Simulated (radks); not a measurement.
The antimony ion Sb8+, 43 electrons, occupied as [Kr] 4d7. Method: scalar-relativistic Kohn-Sham, PBE, spin-polarised, spherical densities, point nucleus; open shells are filled with parallel spins first (spin-orbit coupling, left out, can overturn this in heavy ions); computed with a radial shooting solver on a logarithmic mesh with Libxc functionals.

Radial electron density D(r) = 4 pi r^2 rho(r):

r (bohr),D(r) (e/bohr),spin D(r)
0.00144,3.177,-0.0000529
0.001637,3.949,-0.0000657
0.00186,4.894,-0.0000813
0.002114,6.047,-0.000100
0.002403,7.446,-0.000123
0.002731,9.130,-0.000151
0.003104,11.15,-0.000184
0.003528,13.53,-0.000223
0.004009,16.34,-0.000268
0.004557,19.59,-0.000321
0.005179,23.32,-0.000380
0.005886,27.51,-0.000447
0.00669,32.14,-0.000520
0.007543,36.82,-0.000592
0.008573,42.06,-0.000672
0.009744,47.38,-0.000752
0.01107,52.55,-0.000827
0.01259,57.28,-0.000892
0.01431,61.25,-0.000940
0.01626,64.15,-0.000959
0.01848,65.73,-0.000931
0.021,65.87,-0.000822
0.02387,64.65,-0.000562
0.02713,62.44,-0.0000153
0.03083,59.87,0.00109
0.03505,57.81,0.00325
0.03983,57.20,0.00739
0.04527,58.80,0.0150
0.05145,62.89,0.0287
0.05848,69.03,0.0521
0.06646,75.96,0.0906
0.07554,81.82,0.151
0.08585,84.65,0.240
0.09758,83.21,0.365
0.1109,77.64,0.527
0.126,69.75,0.719
0.1433,62.51,0.921
0.1628,58.83,1.10
0.1851,59.98,1.20
0.2103,64.63,1.17
0.239,69.14,0.983
0.2717,69.40,0.659
0.3088,63.12,0.287
0.3509,51.31,0.0188
0.3989,37.81,0.0286
0.4497,27.62,0.401
0.5111,21.94,1.19
0.5809,21.26,2.24
0.6603,22.84,3.25
0.7504,23.48,3.90
0.8529,21.48,4.00
0.9694,17.08,3.53
1.102,11.76,2.70
1.252,6.995,1.78
1.423,3.587,1.000
1.617,1.578,0.477
1.838,0.5880,0.190
2.089,0.1817,0.0620
2.375,0.04521,0.0159
2.699,0.008757,0.00312
3.068,0.001272,0.000448

D(r) has 4 maxima, at r = 0.0199, 0.0879, 0.257, 0.733 bohr, and minima at 0.0389, 0.168, 0.554 bohr, inside which lie 1.99, 11.16, 29.00 electrons.
